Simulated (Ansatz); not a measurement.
This Ansatz (an electronic-structure program) input (r2SCAN/3-21G) gives -99.14039 Eh with 9 basis functions. A basis named .json is the Basis Set Exchange file of that set (core-valence sets with the plain set on hydrogen).

Ansatz 0.2 input:
```yaml
crystal:
  periodic: [false, false, false]
  atoms:
    - {symbol: F, position_ang: [0.00000000, 0.00000000, 0.00000000]}
basis:
  gaussian:
    orbitals: 3-21G.json
hamiltonian:
  xc: {name: r2SCAN}
magnetization: {spin_polarized: true, initial_magnetization: 1}
scf: {lower_state_search: full}
```

Change:
```diff
- orbitals: 3-21G.json
+ orbitals: STO-3G
```

What does the run give now?

-98.25342 Eh (r2SCAN/STO-3G, 5 functions), a change of +886.97 mEh.
